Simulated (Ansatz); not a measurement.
C₃H₅BO, SMILES `C=C1CBO1`. Charge 0, multiplicity 1.

| atom | x (Å) | y (Å) | z (Å) |
| --- | --- | --- | --- |
| C1 | 0.113 | -1.753 | 0.031 |
| C2 | -0.030 | -0.453 | -0.129 |
| C3 | 0.231 | 0.817 | 0.641 |
| B4 | -0.379 | 1.411 | -0.691 |
| O5 | -0.558 | 0.172 | -1.269 |
| H6 | -0.184 | -2.446 | -0.746 |
| H7 | 0.532 | -2.138 | 0.950 |
| H8 | 1.282 | 1.019 | 0.856 |
| H9 | -0.347 | 0.926 | 1.561 |
| H10 | -0.660 | 2.447 | -1.205 |

(1) What are the harmonic wavenumbers in cm⁻¹ at PBE0-D4/def2-TZVP (Ansatz, finite differences of forces, unscaled)? (Estimate.)

(2) Is this a minimum?

(3) Give the ideal-gas thermochemistry at 298.15 K and 1 bar (rigid rotor, harmonic oscillator; point group Cs, symmetry number 1).

Answers

(1) Ansatz gave: 158, 376, 452, 634, 718, 746, 822, 866, 889, 946, 962, 1059, 1085, 1122, 1180, 1327, 1397, 1421, 1778, 2687, 3093, 3142, 3183, 3280.

(2) Yes, all 24 modes are real.

(3) Zero-point energy 199.3 kJ/mol; H(298) − E = 214.4 kJ/mol; entropy 291.3 J/(mol·K), of which translation 161.5, rotation 103.2, vibration 26.7; G(298) − E = 127.5 kJ/mol.
